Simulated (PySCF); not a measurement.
# Computed vibrations of [Dy(NH3)]2+

[Dy(NH3)]2+ (singlet in the valence; each metal's 4f electrons, 10 of them, lie in its core potential, out of spins and levels). PySCF 2.14.0, RKS PBE0, Dy lcecp-0-SVP with ECP56, N def2-SVP, H def2-SVP; non-relativistic Hamiltonian with scalar-relativistic core potentials where named; density fitting; no spin-orbit coupling. Central differences of gradients.

```xyz
5

Dy    0.0000    0.0000   -0.2465
N     0.0000    0.0000    2.2954
H     0.9321    0.0000    2.7343
H    -0.4661    0.8072    2.7343
H    -0.4660   -0.8072    2.7343
```

Run from Python with OMP_NUM_THREADS=2. Where DIIS fails, smearing, a level shift and second-order steps follow.
It took 11 s on 2 threads of Arm Neoverse V2, with other jobs on the host.

**Question.** What are the harmonic wavenumbers and infrared intensities?

**Answer.** Modes are labelled in C3v; negative numbers are unstable modes, those under 60 cm⁻¹ near the noise; a finer grid moves soft modes by up to 10 cm⁻¹.
```json
{"cm⁻¹": "309", "km/mol": "5.2", "symmetry": "a1"}
{"cm⁻¹": "598", "km/mol": "82.7", "symmetry": "e"}
{"cm⁻¹": "598", "km/mol": "82.7", "symmetry": "e"}
{"cm⁻¹": "1370", "km/mol": "117.4", "symmetry": "a1"}
{"cm⁻¹": "1633", "km/mol": "36.1", "symmetry": "e"}
{"cm⁻¹": "1633", "km/mol": "36.1", "symmetry": "e"}
{"cm⁻¹": "3423", "km/mol": "95.9", "symmetry": "a1"}
{"cm⁻¹": "3505", "km/mol": "113.3", "symmetry": "e"}
{"cm⁻¹": "3505", "km/mol": "113.3", "symmetry": "e"}
```

**Question.** Is this a minimum?

**Answer.** Yes. Ideal gas at 298.15 K and 1 bar: S = 279.0 J/(mol K), Cp = 49.7 J/(mol K), H − H(0 K) = 11.9 kJ/mol (rigid rotor, harmonic modes, spin degeneracy alone, that of the 4f electrons in the core included).

An lcecp potential fixes the number of 4f electrons, so in runs with it no electron can move into or out of that shell; real Dy(II) is rare or takes another configuration.
